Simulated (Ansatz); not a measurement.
Mulliken charges of BH$_{6}$NSeSi, SMILES `NB[SiH2][SeH]` from PBE/def2-TZVPP in Ansatz (PBE0-D4/def2-TZVP geometry).

```
atom   x (Å)   y (Å)   z (Å)  charge (e)
  N1  -1.343   1.201  -0.204      -0.226
  B2  -0.896  -0.098  -0.385       0.002
 Si3   0.615  -0.819   0.731       0.111
 Se4   2.464  -1.122  -0.599      -0.178
  H5  -2.073   1.613  -0.763       0.181
  H6  -0.980   1.825   0.498       0.177
  H7  -1.402  -0.758  -1.246       0.006
  H8   0.367  -2.184   1.270      -0.054
  H9   0.958   0.068   1.883      -0.070
 H10   2.373   0.223  -1.183       0.051
```

Question: By hand: the dipole of these point charges (1 e Å = 4.8032 D).

Answer: Σ q r = (-0.592, 0.572, -0.085) e Å, of length 0.828 e Å = 3.98 D.

Question: How does the dipole of the full density compare? (Estimate.)

Answer: The calculation gave: (-0.435, 0.566, 0.019) e Å, 3.43 D; the point charges give 1.16 times that, at 11° from its direction.

Point charges leave out the atoms' own dipoles, such as those of lone pairs, and Mulliken's split depends on the basis, so the two needn't agree.
